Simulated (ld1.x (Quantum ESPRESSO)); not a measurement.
**How hard is this P (Z = 15) PAW potential?**

P, PAW, made with ld1.x (Quantum ESPRESSO) 7.5 (PBE, non-relativistic). Core [He], reference 2s2 2p6 3s2 3p2 (charge +1). Waves: 2s (bound): rcut 0.75, rcutus 1.00 bohr; 3s (bound): rcut 0.75, rcutus 1.00 bohr; 2p (bound): rcut 0.85, rcutus 0.95 bohr; 3p (bound): rcut 0.85, rcutus 0.95 bohr. Local part: all-electron potential smoothed inside 0.80 bohr (lloc = -2). Core correction: Bessel-smoothed model core inside 0.45 bohr. Augmentation charge: BESSEL, radius 0.55 bohr.

The pseudo-atom Hamiltonian at the reference potential is diagonalised in spherical Bessel functions j_l(qr) that vanish at 20 bohr, with q² up to the cutoff. All-electron valence levels (Ry): 2s -13.5013, 3s -1.7056, 2p -9.9343, 3p -1.0457.

**Question.** How do the lowest levels (Ry) of each channel move with the cutoff, and are there ghosts?

**Answer.**

```tsv
cutoff (Ry)	s #1	s #2	s #3	p #1	p #2	p #3	d #1	d #2	f #1	Σ f·Δε (mRy)
8	-10.6230	-1.0546	-0.2544	-3.7064	-0.4342	-0.1305	-0.2536	-0.0839	-0.0502	45651.8
15	-12.4390	-1.2939	-0.2950	-6.8475	-0.6276	-0.1668	-0.2668	-0.0875	-0.0502	22308.2
21	-13.0931	-1.4062	-0.3132	-8.1293	-0.7093	-0.1808	-0.2721	-0.0889	-0.0502	12921.2
35	-13.4341	-1.5047	-0.3289	-9.5091	-0.8160	-0.1981	-0.2758	-0.0899	-0.0502	3549.7
50	-13.4957	-1.5802	-0.3410	-9.8220	-0.8555	-0.2044	-0.2770	-0.0902	-0.0502	1319.1
60	-13.5001	-1.6213	-0.3477	-9.8869	-0.8716	-0.2069	-0.2772	-0.0902	-0.0502	806.5
90	-13.5010	-1.6991	-0.3608	-9.9320	-0.9225	-0.2150	-0.2773	-0.0902	-0.0502	276.7
120	-13.5015	-1.7052	-0.3618	-9.9335	-1.0091	-0.2288	-0.2773	-0.0902	-0.0502	81.7
180	-13.5015	-1.7060	-0.3619	-9.9344	-1.0437	-0.2344	-0.2773	-0.0902	-0.0502	5.4
230	-13.5016	-1.7060	-0.3619	-9.9345	-1.0455	-0.2347	-0.2773	-0.0902	-0.0502	1.4
350	-13.5016	-1.7061	-0.3619	-9.9345	-1.0459	-0.2347	-0.2773	-0.0902	-0.0502	0.1
400	-13.5016	-1.7061	-0.3619	-9.9345	-1.0459	-0.2347	-0.2773	-0.0902	-0.0502	0.0
```

Result: no extra level below or beside the all-electron valence levels (s, p, d, f tested); 10 mRy is reached at 160 Ry and 1 mRy at 260 Ry.

Test run stopped at test 4 of 7 (negative rho), 3 before it not solved.
